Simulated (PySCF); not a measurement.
Ge(H)(OH)(NH2)2 (GeH6N2O), SMILES [OH][GeH]([NH2])[NH2]. The structure is a stationary point at PBE-D3(BJ)/def2-SVP. The structure was generated by enumeration, and PubChem lists no compound with its InChIKey, so it may never have been made. Other conformers were not sampled.

Computed equilibrium geometry at PBE-D3(BJ)/def2-SVP (PySCF confirms it by a frequency run) as a Z-matrix (one conformer of several):
```
Ge
O 1 1.8086
H 2 0.9744 1 110.08
N 1 1.8330 2 100.69 3 159.91
H 4 1.0250 1 113.88 2 -175.92
H 4 1.0252 5 109.13 1 -128.07
N 1 1.8397 2 117.61 3 -87.93
H 7 1.0255 1 114.89 2 74.27
H 7 1.0265 8 108.78 1 127.80
H 1 1.5631 2 108.44 3 32.00
```
